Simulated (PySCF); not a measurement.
Molecule: `Fc1cccc(Cl)c1`, C6H4ClF.

Atom-mapped SMILES (the numbers label the heavy atoms): `[F:1][c:2]1[cH:3][cH:4][cH:5][c:6]([Cl:7])[cH:8]1`. Hydrogens are named by the atom that carries them.

Geometry PBE0-D3(BJ)/def2-SVP throughout; GIAO in PySCF 2.14.0 with density-fitted response routines, gas phase, one conformer, non-relativistic; equivalent atoms averaged; functional PBE0.

Q: How do the absolute shieldings σ depend on the basis set? (a selection of nuclei; ppm; last column core-seconds on shared hosts with different chips, so compare them loosely)

A: 
```tsv
basis set	functions	C6	C4	C5	C8	C3	Cl7	H(C4)	H(C8)	H(C3)	core-s
STO-3G	48	114.7	122.5	128.6	131.7	131.8	924.8	25.49	25.81	25.82	4.5
pcSseg-0	84	40.6	52.5	59.2	65.0	67.3	732.8	25.48	25.91	25.92	6.6
6-31G	84	60.6	73.3	78.1	84.2	87.1	753.9	25.27	25.74	25.75	9
6-31G*	124	59.0	70.0	75.7	82.1	85.5	743.0	24.76	25.26	25.31	17
cc-pVDZ	136	53.4	66.7	73.5	80.5	83.7	742.4	24.13	24.45	24.56	19
def2-SVP	136	52.2	65.2	72.4	79.4	82.3	751.7	24.24	24.47	24.65	18
pcSseg-1	163	37.4	48.7	54.7	62.5	65.9	698.0	23.90	24.11	24.26	14
aug-cc-pVDZ	224	52.4	66.1	72.6	80.1	83.3	743.3	23.94	24.13	24.30	41
6-311+G(2d,p)	248	41.1	52.8	58.6	66.1	69.9	698.9	24.07	24.25	24.45	45
def2-TZVP	278	38.6	51.2	57.4	65.3	69.1	677.7	24.01	24.29	24.47	58
cc-pVTZ	300	40.6	52.6	58.9	66.8	70.4	716.4	23.87	24.15	24.30	62
IGLO-III	329	32.7	45.3	51.6	59.4	63.3	690.9	23.96	24.14	24.34	74
```

Q: Which nucleus among those listed moves most, in ppm?

A: Cl7 (chlorine bonded to C): from 677.7 ppm with def2-TZVP to 924.8 ppm with STO-3G. The smallest spread is 1.61 ppm, at H(C4). Proton shifts span only some 12 ppm, so a few tenths of a ppm matter as much there as several ppm in carbon.

Q: Taking the largest basis, IGLO-III (329 functions), as the yardstick, rank the others by their worst heavy-atom deviation.

A: pcSseg-1 7.0 ppm (163 functions), 6-311+G(2d,p) 8.4 ppm (248 functions), def2-TZVP 13.2 ppm (278 functions), cc-pVTZ 25.5 ppm (300 functions), pcSseg-0 41.9 ppm (84 functions), cc-pVDZ 51.5 ppm (136 functions), 6-31G* 52.1 ppm (124 functions), aug-cc-pVDZ 52.4 ppm (224 functions), def2-SVP 60.8 ppm (136 functions), 6-31G 63.0 ppm (84 functions), STO-3G 233.9 ppm (48 functions).

A small basis that lands close on one nucleus may do so by chance; judge by the trend and by all nuclei.
